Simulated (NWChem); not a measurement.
System: SeCl4 cation, doublet; SMILES of the neutral closed-shell parent Cl[Se](Cl)(Cl)Cl

NWChem input:

```
start job
memory heap 200 mb stack 900 mb global 1100 mb
charge 1
geometry units angstroms noautoz
  Se     0.000000     0.000000     0.192971
  Cl     1.659048     0.000000    -1.127876
  Cl     0.000000     2.134060     0.905561
  Cl    -1.659048     0.000000    -1.127876
  Cl     0.000000    -2.134060     0.905561
end
basis spherical
  * library def2-svp
end
dft
  odft
  mult 2
  xc m06-l
  iterations 150
  mulliken
end
task dft energy
```

NWChem printed, in part:

```
             Northwest Computational Chemistry Package (NWChem) 7.3.0
             --------------------------------------------------------

 C2V symmetry detected

                             Geometry "geometry" -> ""
                             -------------------------

 Output coordinates in angstroms (scale by  1.889725989 to convert to a.u.)

  No.       Tag          Charge          X              Y              Z
 ---- ---------------- ---------- -------------- -------------- --------------
    1 Se                  34.0000     0.00000000     0.00000000     0.20275233
    2 Cl                  17.0000     1.65904800     0.00000000    -1.11809467
    3 Cl                  17.0000     0.00000000     2.13406000     0.91534233
    4 Cl                  17.0000    -1.65904800     0.00000000    -1.11809467
    5 Cl                  17.0000     0.00000000    -2.13406000     0.91534233

 Effective nuclear repulsion energy (a.u.)     823.1295793084

      Symmetry information
      --------------------

 Group name             C2v
 Group number             16
 Group order               4
 No. of unique centers     3

                                 NWChem DFT Module
                                 -----------------

 Summary of "ao basis" -> "ao basis" (spherical)
 ------------------------------------------------------------------------------
       Tag                 Description            Shells   Functions and Types
 ---------------- ------------------------------  ------  ---------------------
 Se                         def2-svp                12       32   5s4p3d
 Cl                         def2-svp                 8       18   4s3p1d

      Symmetry analysis of basis
      --------------------------

        a1         41
        a2         13
        b1         25
        b2         25

            General Information
            -------------------
          SCF calculation type: DFT
          Wavefunction type:  spin polarized.
          No. of atoms     :     5
          No. of electrons :   101
           Alpha electrons :    51
            Beta electrons :    50
          Charge           :     1
          Spin multiplicity:     2
          Use of symmetry is: on ; symmetry adaption is: on
          Maximum number of iterations: 150
          AO basis - number of functions:   104
                     number of shells:    44
          Convergence on energy requested:  1.00D-06
          Convergence on density requested:  1.00D-05
          Convergence on gradient requested:  5.00D-04

              XC Information
              --------------
                        M06-L Method XC Functional
                         M06-L Exchange Functional  1.000
                       M06-L Correlation Potential  1.000

             Grid Information
             ----------------
          Grid used for XC integration:  medium
          Radial quadrature: Mura-Knowles
          Angular quadrature: Lebedev.
          Tag              B.-S. Rad. Rad. Pts. Rad. Cut. Ang. Pts.
          ---              ---------- --------- --------- ---------
          Se                  1.15      112           7.0       590
          Cl                  1.00       88          10.0       590
          Grid pruning is: on
          Number of quadrature shells:   288
          Spatial weights used:  Erf1

      Superposition of Atomic Density Guess
      -------------------------------------

 Sum of atomic energies:       -4236.80586203

 Renormalizing density from     102.00 to    101

      Non-variational initial energy
      ------------------------------

 Total energy =   -4211.887373
 1-e energy   =   -7454.360733
 2-e energy   =    2419.343781
 HOMO         =      -0.520857
 LUMO         =      -0.322872

   Symmetry analysis of molecular orbitals - initial alpha
   -------------------------------------------------------

  Numbering of irreducible representations:

     1 a1          2 a2          3 b1          4 b2

  Orbital symmetries:

     1 a1          2 a1          3 b1          4 b2          5 a1
     6 a1          7 b1          8 b2          9 a1         10 b1
    11 a1         12 b2         13 a1         14 a1         15 a1
    16 b1         17 b2         18 a2         19 a1         20 b1
    21 b2         22 a1         23 b1         24 a2         25 a1
    26 b2         27 b1         28 b2         29 a1         30 a1
    31 b1         32 a2         33 b2         34 a1         35 a1
    36 b1         37 b2         38 a1         39 a1         40 b2
    41 b1         42 a1         43 a2         44 a1         45 b2
    46 a1         47 b1         48 b1         49 b2         50 a2
    51 a1         52 a1         53 b1         54 b2         55 a1
    56 a2         57 b2         58 a1         59 b1         60 a1
    61 b2

   Symmetry analysis of molecular orbitals - initial beta
   ------------------------------------------------------

  Numbering of irreducible representations:

     1 a1          2 a2          3 b1          4 b2

  Orbital symmetries:

     1 a1          2 a1          3 b1          4 b2          5 a1
     6 a1          7 b1          8 b2          9 a1         10 b1
    11 a1         12 b2         13 a1         14 a1         15 a1
    16 b1         17 b2         18 a2         19 a1         20 b1
    21 b2         22 a1         23 b1         24 a2         25 a1
    26 b2         27 b1         28 b2         29 a1         30 a1
    31 b1         32 a2         33 b2         34 a1         35 a1
    36 b1         37 b2         38 a1         39 a1         40 b2
    41 b1         42 a1         43 a2         44 a1         45 b2
    46 a1         47 b1         48 b1         49 b2         50 a2
    51 a1         52 a1         53 b1         54 b2         55 a1
    56 a2         57 b2         58 a1         59 b1         60 a1
    61 b2

     ---------------------------------------------
      Total Density - Mulliken Population Analysis
     ---------------------------------------------

    Atom       Charge   Shell Charges
 -----------   ------   -------------------------------------------------------
    1 Se  34    32.47   2.00  2.00  2.00  1.47  0.21  6.00  6.00  1.28  1.23  8.40  1.57  0.30
    2 Cl  17    17.07   2.00  1.99  1.30  0.65  5.95  2.16  2.98  0.02
    3 Cl  17    17.20   2.00  1.99  1.31  0.66  5.95  2.19  3.08  0.01
    4 Cl  17    17.07   2.00  1.99  1.30  0.65  5.95  2.16  2.98  0.02
    5 Cl  17    17.20   2.00  1.99  1.31  0.66  5.95  2.19  3.08  0.01

     --------------------------------------------
      Spin Density - Mulliken Population Analysis
     --------------------------------------------

    Atom       Charge   Shell Charges
 -----------   ------   -------------------------------------------------------
    1 Se  34     0.26   0.00  0.00 -0.00  0.17  0.03  0.00  0.00  0.04  0.02  0.00 -0.00  0.01
    2 Cl  17     0.09   0.00  0.00  0.00 -0.00  0.00  0.04  0.05  0.00
    3 Cl  17     0.28   0.00  0.00  0.00 -0.00  0.00  0.13  0.15  0.00
    4 Cl  17     0.09   0.00  0.00  0.00 -0.00  0.00  0.04  0.05  0.00
    5 Cl  17     0.28   0.00  0.00  0.00 -0.00  0.00  0.13  0.15  0.00

   convergence    iter        energy       DeltaE   RMS-Dens  Diis-err
 ---------------- ----- ----------------- --------- --------- ---------
 d= 0,ls=0.0,diis     1  -4240.8855335605 -5.06D+03  1.03D-02  5.40D-01
                                                     1.14D-02  5.62D-01
 d= 0,ls=0.0,diis     2  -4240.5227616791  3.63D-01  1.07D-02  8.65D-01
                                                     1.10D-02  8.48D-01
 d= 0,ls=0.0,diis     3  -4240.9175202020 -3.95D-01  3.70D-03  2.33D-01
                                                     4.11D-03  2.49D-01
 d= 0,ls=0.0,diis     4  -4241.0336692904 -1.16D-01  2.39D-04  1.29D-03
                                                     2.23D-04  1.12D-03
 d= 0,ls=0.0,diis     5  -4241.0339252707 -2.56D-04  2.25D-04  1.31D-04
                                                     1.78D-04  9.26D-05
  Resetting Diis
 d= 0,ls=0.0,diis     6  -4241.0328982282  1.03D-03  1.08D-04  6.58D-05
                                                     1.15D-04  7.27D-05
 d= 0,ls=0.0,diis     7  -4241.0329486828 -5.05D-05  5.74D-05  3.16D-06
                                                     4.44D-05  2.15D-06
 d= 0,ls=0.0,diis     8  -4241.0329461336  2.55D-06  3.57D-05  6.05D-06
                                                     3.68D-05  6.75D-06
 d= 0,ls=0.0,diis     9  -4241.0329509348 -4.80D-06  8.10D-06  3.45D-07
                                                     5.04D-06  2.47D-07
 d= 0,ls=0.0,diis    10  -4241.0329511387 -2.04D-07  2.42D-06  2.45D-08
                                                     2.02D-06  2.05D-08

         Total DFT energy =    -4241.032951138688
      One electron energy =    -7500.426199202737
           Coulomb energy =     2636.099868265598
    Exchange-Corr. energy =     -199.836199509930
 Nuclear repulsion energy =      823.129579308381

 Numeric. integr. density =      101.000001002389

                  Occupations of the irreducible representations
                  ----------------------------------------------

                     irrep           alpha         beta
                     --------     --------     --------
                     a1               22.0         21.0
                     a2                5.0          5.0
                     b1               12.0         12.0
                     b2               12.0         12.0

                    DFT Final Alpha Molecular Orbital Analysis
                    ------------------------------------------

[...]
```

Level: M06-L/def2-SVP, spin-unrestricted. In the optimisation the excess spin sits in a1 (C2v, its own frame). All runs use the structure optimised with PBE0/def2-SVP, spin-unrestricted. Not confirmed as a minimum by frequencies. This spin state was assumed; another may lie lower. No stability test was run on the SCF state.
